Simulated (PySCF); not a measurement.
H₅P₂, SMILES P[PH3+], charge +1. Atoms are numbered in the order given.

```xyz
7

P      1.1749    -0.1158     0.0000
P     -1.0223     0.0041     0.0000
H      1.2218     0.8663     1.0430
H      1.2218     0.8663    -1.0430
H     -1.5511    -0.6699    -1.1237
H     -1.5511    -0.6699     1.1237
H     -1.6291     1.2832     0.0000
```
Charge +1, spin multiplicity 1.

Geometry optimised at PBE-D3(BJ)/def2-TZVP. The isomer is the one that the SMILES or the coordinates give; other isomers of the formula were not compared.

The numbers are results of PySCF with TDDFT-LC-ωPBE/def2-SVPD, not measurements.

Vertical excitations. The molecule is in vacuum. State labels are in the subgroup Cs.

Problem. Give excitation energies, oscillator strengths and character. (An estimate is asked for; the answer gives what the named calculation found.)

Solution. 
```
state  symmetry  energy (eV)  λ (nm)      f                                                             main pairs
-----  --------  -----------  ------  -----  ---------------------------------------------------------------------
S1           A'         6.60     188  0.093                                                         HOMO→LUMO 88 %
S2           A"         7.72     161  0.019                                     HOMO→LUMO+1 67 %, HOMO→LUMO+4 28 %
S3           A'         8.19     151  0.027                                     HOMO→LUMO+2 58 %, HOMO→LUMO+3 31 %
S4           A'         8.33     149  0.053                                     HOMO→LUMO+3 55 %, HOMO→LUMO+2 29 %
S5           A"         8.38     148  0.039                   HOMO→LUMO+4 55 %, HOMO→LUMO+1 28 %, HOMO−2→LUMO 13 %
S6           A"         8.86     140  0.005                                                       HOMO−2→LUMO 76 %
S7           A'         9.37     132  0.263                                   HOMO−1→LUMO 69 %, HOMO−1→LUMO+3 14 %
S8           A"        10.06     123  0.014                                 HOMO−1→LUMO+1 74 %, HOMO−1→LUMO+4 12 %
S9           A'        10.17     122  0.148                                 HOMO−1→LUMO+3 61 %, HOMO−2→LUMO+1 24 %
S10          A'        10.19     122  0.011                                                       HOMO→LUMO+5 72 %
T1           A'         5.06     245      0                                                         HOMO→LUMO 91 %
T2           A"         6.34     196      0                                                       HOMO→LUMO+4 82 %
T3           A'         7.60     163      0  HOMO→LUMO+2 42 %, HOMO−1→LUMO 30 %, HOMO→LUMO+3 11 %, HOMO→LUMO+5 7 %
T4           A'         7.67     162      0                                     HOMO→LUMO+3 75 %, HOMO−1→LUMO 15 %
```
Triplets are in the Tamm–Dancoff approximation, which puts them higher than full response would, so one can lie above its singlet here.
